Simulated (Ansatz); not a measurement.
Computed with Ansatz on PBE0-D4/def2-TZVP structures; ΔE is electronic, products minus reactants. CCSD(T)/CBS adds triple-zeta CCSD(T) − MP2 to the extrapolated MP2 energy (def2 sets, frozen cores). This one scheme is used for every species. DFT in def2-TZVPP. For Ga outer-core shells are correlated without core-valence functions, which leaves a few kJ/mol of doubt a bond. Scalar relativity is left out up to krypton. One conformer a species, not always the lowest.

Consider the formal exchange of groups at a C–Si bond: `NC[SiH2]F` + `[SiH3][GaH2]` → `N[CH2][GaH][SiH3]` + `F[SiH3]`.

```
             level  ΔE (eV)
         r2SCAN-D4     0.17
           ωB97X-V     0.17
           ωB97M-V     0.18
            B2PLYP     0.14
            r2SCAN     0.17
SCS-MP2/def2-TZVPP     0.09
   CCSD/def2-TZVPP     0.12
    CCSD/CBS(def2)     0.11
```

(1) What does CCSD(T)/CBS give? (An estimate is asked.)

Largest T1 diagnostic among the species: 0.013.

## Answers

(1) Computed: +0.09 eV. The listed levels differ from it by 0.08, 0.08, 0.09, 0.05, 0.08, 0.00, 0.03, 0.02 eV.

In def2-TZVPP, CCSD(T) changes the Hartree–Fock value by −0.11 eV (the triples alone add −0.02 eV) and MP2 by −0.13 eV.
